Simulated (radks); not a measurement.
Problem. The ruthenium ion Ru5+ is in [Kr] 4d3. Method: non-relativistic Kohn-Sham, PBE, spin-polarised, spherical densities, point nucleus; computed with a radial shooting solver on a logarithmic mesh with Libxc functionals. Open shells are filled with parallel spins first. One electron is removed from 4p, 4d, 3d, 4s in turn, with full relaxation. Which removal costs least, and what does each cost?

Solution. 4d 77.631 eV; 4p 119.48 eV; 4s 147.16 eV; 3d 369.39 eV. The 4d electron leaves first.
